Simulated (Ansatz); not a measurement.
A nudged elastic band was laid between two geometries of C$_{3}$H$_{12}$SiSn (17 atoms, charge 0, multiplicity 1).

Computed with RHF/def2-SVP in Ansatz.

- movable images: 5
- climbing image: yes
- spring: 5.0 eV/Å²
- optimiser: quadratic models (default)
- start path: IDPP
- force threshold: 0.05 eV/Å
- iteration limit: 60
- end points: relaxed

Image 0:

```xyz
17
Properties=species:S:1:pos:R:3
C -1.468 1.227 1.787
Si 0.231 1.605 1.035
Sn 0.949 -0.193 -0.715
C 1.083 -2.160 0.198
C -0.468 -0.292 -2.359
H -2.241 1.201 1.016
H -1.466 0.261 2.297
H -1.747 1.992 2.516
H 1.248 1.669 2.119
H 0.198 2.941 0.383
H 2.494 0.203 -1.363
H 1.824 -2.164 0.997
H 0.119 -2.452 0.618
H 1.374 -2.901 -0.548
H -0.162 -1.057 -3.073
H -1.464 -0.544 -1.990
H -0.523 0.665 -2.879
```

Image 6:

```xyz
17
Properties=species:S:1:pos:R:3
C 0.168 0.826 2.820
Si -0.200 1.420 1.058
Sn 0.529 -0.312 -0.752
C -0.480 -2.213 -0.452
C 0.093 0.410 -2.753
H -0.355 -0.108 3.036
H 1.237 0.656 2.961
H -0.155 1.569 3.553
H 0.493 2.712 0.812
H -1.659 1.674 0.917
H 2.225 -0.593 -0.642
H -0.235 -2.631 0.525
H -1.562 -2.087 -0.513
H -0.172 -2.927 -1.218
H 0.382 -0.338 -3.493
H -0.973 0.612 -2.863
H 0.643 1.329 -2.957
```

Q: Which bonds break or form, and what moves?

A: No bond is made or broken. The dihedral H9–Si2–Sn3–C5 goes from -178 to -58°.

Q: Give the energies along the band, and the barrier.

A: The forces met the threshold. The highest image is number 3 of 0 to 6, 0.021 eV above the first end and 0.026 eV above the last; the last end lies 0.004 eV below the first. A vibrational analysis at the climbing image gives no mode beyond 40i cm⁻¹: the surface is too flat there to confirm a saddle point.

```tsv
image	path coordinate (Å)	energy (eV)	dihedral H9–Si2–Sn3–C5 (°)
0	0.00	0.000	-178
1	1.21	0.005	-159
2	2.42	0.016	-139
3	3.64	0.021	-119
4	4.85	0.015	-98
5	6.05	0.003	-78
6	7.26	-0.004	-58
```

Q: What is the geometry of the highest image?

A: 
```xyz
17
Properties=species:S:1:pos:R:3
C -0.890 0.830 2.450
Si 0.148 1.562 1.043
Sn 0.842 -0.244 -0.720
C 0.111 -2.210 -0.149
C 0.063 0.236 -2.689
H -1.807 0.375 2.069
H -0.334 0.058 2.988
H -1.170 1.605 3.167
H 1.366 2.200 1.609
H -0.631 2.631 0.361
H 2.558 -0.329 -0.832
H 0.515 -2.507 0.820
H -0.978 -2.209 -0.083
H 0.411 -2.953 -0.890
H 0.371 -0.521 -3.412
H -1.027 0.271 -2.668
H 0.432 1.206 -3.024
```

Run time: 2.6 min on 2 threads of Arm Neoverse V1, on a shared host, peak memory 0.43 GiB.
